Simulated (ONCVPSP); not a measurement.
Si (Z = 14), ONCV: configuration errors across variants

- Element: silicon (Si)
- Generator: ONCVPSP 4.0.1
- Type: optimised norm-conserving Vanderbilt (ONCV)
- Functional: PBE
- Relativity: scalar-relativistic
- Frozen core: [Ne]
- Valence charge: 4
- Reference configuration: 3s2 3p1.5 (charge +0.5)
- Partial waves: 3s: rc 1.70 bohr, ncon 4, nbas 8, qcut 4.5 1/bohr, 2 projectors, debl 3.8 Ha; 3p: rc 1.55 bohr, ncon 5, nbas 9, qcut 4.6 1/bohr, 2 projectors, debl 1.8 Ha
- Local potential: polynomial inside 1.40 bohr (lpopt 5, dvloc0 4 Ha)
- Core correction: Teter function, fcfact 3.25, rcfact 1.2

All-electron excitation energies from the reference (eV): (1) 3s2 3p2 -2.921; (2) 3s2 3p1 4.819; (3) 3s2 3p0 20.811; (4) 3s0 3p4 10.857.

1 further variants failed, have other tests or too few solved ones, and are left out.

A true bound ghost makes a file unfit for plane-wave use even where its test errors are small: the radial tests pick states by their node count and pass the ghost by.

Errors AE − PS in meV (a dash: test not solved or not reliable):

| change | (1) | (2) | (3) | (4) | bound ghosts | GHOST(+) flags above zero |
| --- | --- | --- | --- | --- | --- | --- |
| base | -0.1 | -0.4 | -2.0 | +16 | p | p |
| p: rc 1.26; local potential polynomial inside 1.26 bohr (lpopt 5, dvloc0 4 Ha) | 0.0 | -0.3 | -0.9 | +57 | p | s, p |
| p: rc 1.36; local potential polynomial inside 1.36 bohr (lpopt 5, dvloc0 4 Ha) | -0.1 | -0.5 | -3.0 | +37 | p | s |
| p: rc 1.5 | -0.1 | -0.4 | -2.7 | +20 | p | none |
| p: rc 1.68 | 0.0 | -0.4 | -0.9 | +8.9 | none | p |
| p: rc 1.96 | 0.0 | -0.3 | +0.4 | +3.7 | none | none |
| p: rc 2.14 | 0.0 | -0.3 | +0.4 | +3.8 | none | none |
| p: rc 2.26 | 0.0 | -0.4 | 0.0 | +4.7 | none | none |

Give the same row for: p: rc 1.84.

0.0, -0.4, 0.0, +4.8; bound ghosts: none; GHOST(+) flags above zero: none.
